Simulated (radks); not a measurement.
Results of a calculation; reference values are marked as such.
Q: All-electron atom: a nucleus of charge 75.5 with 75 electrons in [Xe] 4f14 5d5 6s2. Level of theory: Dirac Kohn-Sham, PBE, spin-unpolarised, spherical densities, finite nucleus; open shells fill j = l - 1/2 first; Fermi nuclear charge, rms radius 5.3698 fm (a radial shooting solver on a logarithmic mesh with Libxc functionals). Some entries of the table are withheld. Estimate them.

orbital  occ.  eigenvalue (eV)  r(max) (bohr)
1s1/2       2        -72633.15        0.01113
2s1/2       2        -12617.02            (1)
2p1/2       2              (2)        0.04756
2p3/2       4              (3)        0.05455
3s1/2       2        -2932.041            (4)
3p1/2       2        -2691.043         0.1689
3p3/2       4        -2367.924         0.1833
3d3/2       4        -1962.766            (5)
3d5/2       6        -1892.695            (6)
4s1/2       2        -618.9813         0.4092
4p1/2       2        -518.0246         0.4084
4p3/2       4        -442.3926         0.4383
4d3/2       4              (7)         0.4338
4d5/2       6              (8)         0.4432
5s1/2       2         -92.8506         0.9265
5p1/2       2              (9)         0.9886
4f5/2       6         -53.1245         0.4088
4f7/2       8         -50.4687         0.4136
5p3/2       4             (10)          1.071
5d3/2       4         -10.8232          1.356
5d5/2       1          -9.8153          1.399
6s1/2       2          -9.7377          2.461

A: 
(1) 2s1/2 r(max) (bohr): 0.06416
(2) 2p1/2 eigenvalue (eV): -12079.07
(3) 2p3/2 eigenvalue (eV): -10594.29
(4) 3s1/2 r(max) (bohr): 0.1806
(5) 3d3/2 r(max) (bohr): 0.1433
(6) 3d5/2 r(max) (bohr): 0.1473
(7) 4d3/2 eigenvalue (eV): -276.4827
(8) 4d5/2 eigenvalue (eV): -262.4900
(9) 5p1/2 eigenvalue (eV): -62.0108
(10) 5p3/2 eigenvalue (eV): -50.3990
